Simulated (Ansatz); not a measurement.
Reaction (formal exchange of groups at the Si–Si bond): `[SiH3][SiH2][SnH3]` + `C/C=C(\F)C=S` → `C/C=C(\F)[SiH3]` + `S=C[SiH2][SnH3]`

Computed with Ansatz on PBE0-D4/def2-TZVP structures; ΔE is electronic, products minus reactants. CBS: MP2 limit from def2 TZ/QZ plus the TZ coupled-cluster correction, frozen cores. Double bonds are as drawn, so ΔE can hold a change between cis and trans. DFT in def2-TZVPP. B3LYP here is the variant with VWN-RPA as its local correlation; programs differ in this. def2 core potentials past Kr. For Sn outer-core shells are correlated without core-valence functions, which leaves a few kJ/mol of doubt a bond. One conformer a species, not always the lowest.

Q: Is it downhill or uphill in electronic energy at CCSD(T)/CBS, and by how much? (An estimate is asked.)

A: Computed: Uphill: ΔE = +18.0 kJ/mol.

Q: What do these levels give: PBE-D4, r2SCAN-D4, PBE0-D4, B3LYP-D4, PBE, PBE0, HF/def2-TZVPP, MP2/def2-TZVPP, CCSD/def2-TZVPP, HF/def2-QZVPP, HF/CBS(def2), CCSD/CBS(def2)? (Best estimate.)

A: Computed: PBE-D4 40.3, r2SCAN-D4 36.4, PBE0-D4 38.2, B3LYP-D4 25.6, PBE 40.4, PBE0 38.2, HF/def2-TZVPP 13.0, MP2/def2-TZVPP 17.8, CCSD/def2-TZVPP 18.0, HF/def2-QZVPP 11.4, HF/CBS(def2) 11.2, CCSD/CBS(def2) 14.9 kJ/mol.

Largest T1 diagnostic among the species: 0.016.

In def2-TZVPP, CCSD(T) changes the Hartree–Fock value by +8.2 kJ/mol (the triples alone add +3.1 kJ/mol) and MP2 by +4.8 kJ/mol.
